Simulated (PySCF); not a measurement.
In(Me)(NH2)2 (CH7InN2), SMILES [NH2][In]([NH2])[CH3].

Coordinates come from a PBE-D3(BJ)/def2-SVP optimisation. The def2 effective core potentials stand for the cores of In; spin–orbit coupling is left out. Other conformers were not sampled.

Two levels are set side by side: PBE/def2-TZVP (PySCF) and ωB97X/def2-TZVP (PySCF). Same geometry, gas phase. Differences are taken from unrounded values.

```json
[
 {"quantity": "orbital gap (eV)", "PBE": "3.71"},
 {"quantity": "highest occupied level (eV)", "PBE": "-5.20"},
 {"quantity": "lowest empty level (eV)", "PBE": "-1.50"},
 {"quantity": "dipole moment (D)", "PBE": "2.03"},
 {"quantity": "mean polarisability (bohr³)", "PBE": "70.7"}
]
```

### Question
These are the PBE values. What does ωB97X give? (Estimate from the structure and the level; the computed values follow.)

### Answer

```tsv
quantity	ωB97X	PBE minus ωB97X
orbital gap (eV)	9.99	-6.28
highest occupied level (eV)	-8.97	3.77
lowest empty level (eV)	1.02	-2.52
dipole moment (D)	2.37	-0.34
mean polarisability (bohr³)	65.4	5.3
```

Without exact exchange PBE keeps part of each electron's self-repulsion, which lifts occupied levels and narrows the gap. PBE's more diffuse valence density responds more strongly to a field. Differences between two approximate levels are no errors against the true value.

Rough cost on one machine, each run with all the roots and properties that it gave: ωB97X against PBE within a factor of 2.
